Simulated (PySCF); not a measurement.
Saddle point of GaSiH$_{7}$S, singlet (GaSiH₅ ([SiH3][GaH2]) + H₂S → GaH₃S ([SH][GaH2]) + SiH₄; bonds formed: Si2–H5; dative contacts that become bonds: Ga1–S6; bonds broken: Ga1–Si2, H5–S6), PBE0-D4/def2-TZVP structure:

```csv
atom,x (Å),y (Å),z (Å)
Ga1,-0.4817,-1.2507,-0.0251
Si2,1.2206,0.6970,-0.3834
H3,-0.7070,-1.8300,-1.4504
H4,-0.0853,-1.9055,1.3287
H5,-0.6510,0.5725,-0.0250
S6,-2.2868,0.3447,0.3350
H7,1.0737,1.5586,-1.5859
H8,1.5628,1.5443,0.7907
H9,2.3528,-0.2470,-0.6201
H10,-1.9983,0.5158,1.6354
```

Energies are electronic, without zero-point energy. Barriers and step energies count from the start structure reached by relaxing down the imaginary mode; all methods use the PBE0-D4 structures, on which another method's saddle can fall below an end. PySCF 2.14 with density fitting (its default auxiliary sets; JK sets also for MP2 and CCSD(T)); basis: def2-TZVPP, with def2-QZVPP for the basis limit; cores frozen in the correlated methods. Filled d shells of the heavier atoms are correlated. The def2 sets are not built for correlating such inner shells, so the correlated values are less sure here. B3LYP uses VWN-RPA correlation. Extrapolation: Hartree–Fock as exp(−7.88 √X), correlation as X^−2.97.

| method | barrier (kcal/mol) | step energy (kcal/mol) |
| --- | --- | --- |
| SPW92 | ? | -6.66 |
| PBE-D4 | 15.76 | -8.60 |
| r2SCAN-D4 | ? | -10.54 |
| PBE0-D4 | 19.67 | -9.43 |
| B3LYP-D4 | 21.85 | -11.77 |
| BHLYP-D4 | 26.80 | -12.87 |
| wB97M-V | ? | -11.82 |
| HF | 36.43 | -17.01 |
| MP2 | 22.19 | -12.90 |
| CCSD | 26.64 | -12.19 |
| CCSD(T) | 23.99 | -11.69 |

Task: Fill in the withheld barriers. (Judge from chemistry; the value comes from the calculation.)

Result: By the calculation: r2SCAN-D4 17.51; wB97M-V 24.46; SPW92 12.56 kcal/mol. Each is the energy of the saddle less that of the start structure, by the same method.

For comparison, the barrier by CCSD(T) at an estimated basis limit (MP2 extrapolated from triple and quadruple zeta, plus CCSD(T) − MP2 in triple zeta) is 22.36 kcal/mol.

T1 diagnostic: at most 0.014.

Labels in which every atom is bracketed show which atoms are joined, not bond orders.

For scale, one of the runs: CCSD(T)/def2-TZVPP, 230 basis functions, launched by `OMP_NUM_THREADS=4 python run.py`. The run took 14 min on 4 CPU threads of an Arm Neoverse V2 (shared host), with 4 GiB of host memory at its peak.
